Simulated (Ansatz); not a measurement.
`C[SiH](C)[TeH]` + `OC(=S)[TeH]` → `COC(=S)[TeH]` + `C[SiH2][TeH]`  (substitution at a C–Si bond)

Program: Ansatz. Geometries: PBE0-D4/def2-TZVP. ΔE: electronic, gas phase. CCSD(T)/CBS adds triple-zeta CCSD(T) − MP2 to the extrapolated MP2 energy (def2 sets, frozen cores). Functionals use def2-TZVPP. def2 core potentials past Kr. For Te outer-core shells are correlated without core-valence functions, which leaves a few kJ/mol of doubt a bond. One conformer a species, not always the lowest.

```
         level  ΔE (kcal/mol)
     r2SCAN-D4           19.7
        B2PLYP           18.8
          PBE0           19.5
CCSD/CBS(def2)           20.3
```

(1) What does CCSD(T)/CBS give? (An estimate is asked.)

Largest T1 diagnostic among the species: 0.016.

## Answers

(1) Computed: +20.0 kcal/mol. The listed levels differ from it by -0.3, -1.2, -0.5, 0.3 kcal/mol.

From PBE to PBE0 (25 % exact exchange), in def2-TZVPP and without D4, ΔE moves by +0.9 kcal/mol. In def2-TZVPP, CCSD(T) changes the Hartree–Fock value by +1.5 kcal/mol (the triples alone add −0.3 kcal/mol) and MP2 by +2.7 kcal/mol.

CCSD(T)/CBS has its own doubt, a few kJ/mol and more with outer-core shells, so smaller differences from it don't rank the levels.
